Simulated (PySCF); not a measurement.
## Diatomics of Cu with the second period

PBE0 with triple-zeta basis sets in PySCF, for the lowest determinant that a PBE0 search found; no spin–orbit coupling. De refers to high-spin ground-configuration atoms. A positive dipole means M(−)Cu(+).

```
M         basis  state (unpaired electrons)  Re (Å)  ωe (cm⁻¹)  De (eV)  μ (D)
B    def2-TZVPP      singlet (closed shell)   1.957        500     2.07   1.82
C    def2-TZVPP         quartet (σ ↑, π ↑↑)   1.809        593     2.26   3.80
N    def2-TZVPP              triplet (π ↑↑)   1.809        561     1.72   3.68
O    def2-TZVPP               doublet (π ↑)   1.756        599     2.61   4.72
F  x2c-TZVPPall      singlet (closed shell)   1.742        619     3.93   5.02
```

The shortest bond is that of CuF (1.742 Å), the longest that of CuB (1.957 Å). CuF is bound most strongly (3.93 eV) and CuN least (1.72 eV).

The rows differ in basis set, which adds steps of its own.

The state changes along the series, so neighbouring rows are not always alike in their bonding.
